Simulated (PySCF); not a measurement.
# Polarisability and C₆ of Li (lithium, neutral)

[He] 2s1, 2S determinant. Calculation: PySCF 2.14, in def2-QZVPPD; the non-relativistic Hamiltonian (point nucleus). Coupled (time-dependent) response in atomic units; α is the mean over directions.

| method | mean α (bohr³) | C₆ (like pair) | S(−4) |
| --- | --- | --- | --- |
| UHF | 169.4 | 1470 | 36940 |
| PBE | 142.4 | 1132 | 26220 |
| PBE0 | 146.9 | 1186 | 27910 |
| TPSSh | 142.5 | 1136 | 26060 |
| wB97X-V | 159.4 | 1337 | 32970 |

S(−4) is the Cauchy moment in α(ω) = α(0) + S(−4) ω² + …

Reference α: 164.1 bohr³ (recommended; Schwerdtfeger and Nagle, table of static dipole polarizabilities (2023 update)). Published C₆: 1392 (Chu and Dalgarno (2004); Tang, Norbeck and Certain (1976)).

α(iu) at PBE0:

```
u (hartree)  α(iu) (bohr³)
          0          146.9
     0.0500          99.78
      0.100          51.27
      0.200          17.95
      0.300          8.897
      0.500          3.572
      0.750          1.730
       1.00          1.046
       1.50         0.5289
       2.00         0.3328
       3.00         0.1764
       5.00        0.08013
```
